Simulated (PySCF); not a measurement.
An unknown is described by computed data only.

Formula: C7H17N.

| Quantity | Value |
| --- | --- |
| Dipole | 0.63 D [PBE0/pcSseg-1] |
| 13C NMR | chemical shifts (computed TMS as zero) by class: 53.5 (1 C), 46.9 (2 C), 20.0 (2 C), 19.3 (2 C) ppm [GIAO PBE0/pcSseg-1] |
| Rotational structure | rotational constants A, B, C: 2.054, 1.585, 1.204 GHz [GFN2-xTB] |
| NMR, other nuclei | isotropic shieldings of nuclei other than C and H, by class: 196 (1 N) ppm [GIAO PBE0/pcSseg-1] |
| 1H NMR | chemical shifts (computed TMS as zero) by class: 2.67 (1 H), 2.37 (4 H), 1.03 (6 H), 1.02 (6 H) ppm [GIAO PBE0/pcSseg-1] |

The electronic properties come from PySCF, for the isolated species, density fitting. Levels stand in brackets. The structure is a single GFN2-xTB conformer in the gas phase; no vibrational or solvent corrections. NMR values are class means; diastereotopic atoms form classes of their own.

Question: Give a SMILES that accounts for the data.

Answer: Numbering: `[CH3:1][CH2:2][N:3]([CH2:4][CH3:5])[CH:6]([CH3:7])[CH3:8]`. Its formula, C7H17N, gives 0 degrees of unsaturation, so no ring and no π bond. 7 carbons fall into 4 classes; from least to most shielded: sp3 carbon bound to nitrogen [C6] (53.5 ppm), sp3 carbon bound to nitrogen [C2/C4] (46.9 ppm, 2 C, up to 4.9 ppm apart in this geometry), methyl carbon [C7/C8] (20.0 ppm, 2 C, up to 10.7 ppm apart in this geometry), methyl carbon [C1/C5] (19.3 ppm, 2 C). Hydrogen classes from least to most shielded: 1 H on an sp3 carbon bound to nitrogen, C6 (2.67 ppm), 4 H on 2 like atoms (sp3 carbon bound to nitrogen), C2/C4 (2.37 ppm), 6 H on 2 methyl carbons, C1/C5 (1.03 ppm), 6 H on 2 methyl carbons, C7/C8 (1.02 ppm, a mean of values up to 0.7 ppm apart in this geometry). The other shieldings belong to: 196 ppm, tertiary amine nitrogen [N3]. The optimised geometry has point group C1 and is an asymmetric top. Structure: diethylisopropylamine (`CCN(CC)C(C)C`). Computed isomers that give other values at the same levels: `CC(C)C(N)C(C)C` (13C chemical shifts (computed TMS as zero) by class: 66.3 (1 C), 33.7 (2 C), 22.1 (2 C), 18.9 (2 C) ppm); `CCC[C@H](C)N(C)C` (13C chemical shifts (computed TMS as zero) by class: 62.7 (1 C), 41.9 (1 C), 41.2 (2 C), 24.9 (1 C), 17.0 (1 C), 12.1 (1 C) ppm); `CCCNCC(C)C` (13C chemical shifts (computed TMS as zero) by class: 63.5 (1 C), 59.0 (1 C), 34.6 (1 C), 28.9 (1 C), 23.0 (2 C), 14.3 (1 C) ppm). The assignments are read from this structure; whether some other isomer fits the data as well wasn't checked.

The values belong to the conformer `[CH3:1][CH2:2][N:3]([CH2:4][CH3:5])[CH:6]([CH3:7])[CH3:8]`: C1–C2–N3–C4 -79°, C2–N3–C4–C5 135°, C2–N3–C6–C7 -74°.
